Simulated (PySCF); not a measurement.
Results of a calculation; reference values are marked as such.
Si3H8SNO

The system: Si3H8SNO, a small molecule (built as: Si site whose three back bonds go to OSiH3, SSiH3, NH2); neutral, doublet. The structure, one conformer, was relaxed in the gas phase by PBE0-D3(BJ)/def2-SVP. No frequency run checks that it is a minimum.

SMILES: N[Si](O[SiH3])S[SiH3]

```xyz
14

Si    1.177   -0.831    0.599
O    -0.397   -1.055    0.086
Si   -1.883   -0.569    0.684
S     2.108    0.617   -0.707
Si    0.608    0.700   -2.253
N     1.178   -0.123    2.181
H    -2.160   -1.237    1.990
H    -1.928    0.911    0.867
H    -2.912   -0.983   -0.311
H     1.195    1.605   -3.284
H     0.355   -0.641   -2.849
H    -0.671    1.289   -1.762
H     1.140   -0.716    3.005
H     1.754    0.697    2.345
```
Atoms count from 1 in this order.

EPR values by unrestricted B3LYP, IGLO-III on N O S Si, pcH-1 on H.

(1) Predict g and the largest hyperfine couplings. Where does the spin sit?

(2) How do the isotropic couplings move with BHandHLYP?

Results:

(1) g = 2.0016, 2.0025, 2.0037. The spin sits on Si1 (76 %, bonded to 1 N + 1 O + 1 S) by Mulliken populations.
```csv
atom,isotope,isotropic (MHz),"dipolar, principal values (MHz)"
Si1,29Si,-942.9,"-114.2, 56.9, 57.3"
O2,17O,-84.0,"-17.9, 8.6, 9.4"
S4,33S,25.5,"-13.4, -13.1, 26.5"
N6,14N,20.5,"-5.9, -5.5, 11.4"
H14,1H,5.8,"-8.2, -1.5, 9.6"
Si3,29Si,-9.8,"-5.0, 2.3, 2.7"
```

(2) Si1 -942.9 to -978.9 MHz, O2 -84.0 to -82.6 MHz, S4 25.5 to 27.8 MHz, N6 20.5 to 21.8 MHz.

The 2 runs behind this took 4.4 min in all, one thread each of AMD EPYC 7R43 64-Core on a shared host, launched as `OMP_NUM_THREADS=1 python cluster_run.py task.json out`.
